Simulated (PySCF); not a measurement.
# How the method moves the gas-phase deprotonation enthalpies of `[CH3][Al]([Cl])[Cl]` (CH3AlCl2)

Coordinates in Å; atoms count from 1 in this order:
```
C    -0.8194   -0.1785    0.4933
Al    0.7893    0.1518   -0.5193
Cl    2.1145   -1.3786   -1.1042
Cl    1.3465    2.1024   -1.0875
H    -0.6965    0.1973    1.5232
H    -1.0591   -1.2508    0.5496
H    -1.6772    0.3577    0.0575
```

All levels share the PBE0-D3(BJ)/ma-def2-SVP structures and the PBE0-D3(BJ)/ma-def2-SVP thermal terms; only the single-point energies (PySCF) change. Values are gas-phase deprotonation enthalpies (298 K, kJ/mol).

| level | C1 | time |
| --- | --- | --- |
| PBE0-D3(BJ)/6-31G | 1516 | 2 s |
| BP86-D3(BJ)/ma-def2-TZVP | 1524 | 16 s |
| PBE0-D3(BJ)/ma-def2-SVP | 1526 | 3.5 s |
| PBE0-D3(BJ)/aug-pcseg-1 | 1530 | 5.2 s |
| PBE0-D3(BJ)/6-311+G** | 1531 | 4.7 s |
| PBE0-D3(BJ)/6-31+G* | 1531 | 3.4 s |
| B3LYP-D3(BJ)/ma-def2-TZVP | 1536 | 7.7 s |
| HSE06/ma-def2-TZVP | 1537 | 19 s |
| PBE0-D3(BJ)/aug-cc-pVTZ | 1539 | 17 s |
| PBE0-D3(BJ)/ma-def2-TZVP | 1539 | – |
| PBE0-D3(BJ)/jun-cc-pV(T+d)Z | 1539 | 12 s |
| PBE0-D3(BJ)/def2-TZVPD | 1540 | 9.4 s |
| OPBE/ma-def2-TZVP | 1553 | 16 s |
| LC-ωPBE/ma-def2-TZVP | 1554 | 16 s |
| PBE0-D3(BJ)/cc-pVDZ | 1554 | 3 s |
| PBE0-D3(BJ)/def2-SV(P) | 1563 | 2.5 s |
| PBE0-D3(BJ)/def2-SVP | 1570 | 2.8 s |

Times are wall times for all single points of a level on 1 thread of Arm Neoverse V2, a shared host; the dash marks the run that also made the structures. BP86, HSE06, LC-ωPBE, OPBE ran on a slower path of this set-up, which computes the density-fitting integrals anew in every SCF cycle while the other levels store them. So the times needn't show the usual order of cost, and those levels read slower than they are.

The spread: 54 kJ/mol, from 1516 to 1570.

Bases without diffuse functions serve anions poorly.
